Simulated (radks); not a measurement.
Task: The antimony ion Sb+, configuration [Kr] 4d10 5s2 5p2 (the NIST ground configuration). All-electron calculation, scalar-relativistic Kohn-Sham, LDA (Slater exchange, Perdew-Wang correlation), spin-polarised, spherical densities, finite nucleus; open shells are filled with parallel spins first (spin-orbit coupling, left out, can overturn this in heavy ions); Fermi nuclear charge, rms radius 4.6802 fm; hard spherical wall at 8 bohr. Program: a radial shooting solver on a logarithmic mesh with Libxc functionals. Some entries of the table are withheld. Estimate them.

orbital  occ.  eigenvalue (Ry)  <1/r> (bohr^-1)  <r^2> (bohr^2)
1s up       1        -2225.339            54.26        0.001096
1s down     1        -2225.335            54.26        0.001096
2s up       1        -339.2341            12.40         0.01776
2s down     1        -339.2322            12.40         0.01776
2p up       3        -304.8083            11.91         0.01402
2p down     3        -304.8053            11.91         0.01402
3s up       1        -66.97089            4.415          0.1253
3s down     1        -66.96735            4.415          0.1253
3p up       3        -55.74549            4.205          0.1257
3p down     3        -55.74163            4.205          0.1257
3d up       5        -38.55854            3.975          0.1108
3d down     5        -38.55497            3.975          0.1108
4s up       1        -11.53865            1.762          0.7077
4s down     1        -11.53091            1.762          0.7073
4p up       3         -8.09345            1.604          0.8307
4p down     3         -8.08453            1.605          0.8292
4d up       5         -3.09410            1.293           1.261
4d down     5         -3.07643            1.298           1.245
5s up       1         -1.57426           0.6005           5.238
5s down     1         -1.48330           0.6053           5.212
5p up       2         -0.93418           0.4836           7.874
5p down     0         -0.83943           0.4808           8.088
6s up       0         -0.28678           0.2840           22.32
6s down     0         -0.24780           0.2778           22.96
5d up       0         -0.24648           0.3107             (1)
5d down     0         -0.18268           0.2962             (2)
4f up       0          0.12627           0.2464           22.44
4f down     0          0.17154           0.2363           23.77

Result: 
(1) 5d up <r^2> (bohr^2): 16.99
(2) 5d down <r^2> (bohr^2): 18.18
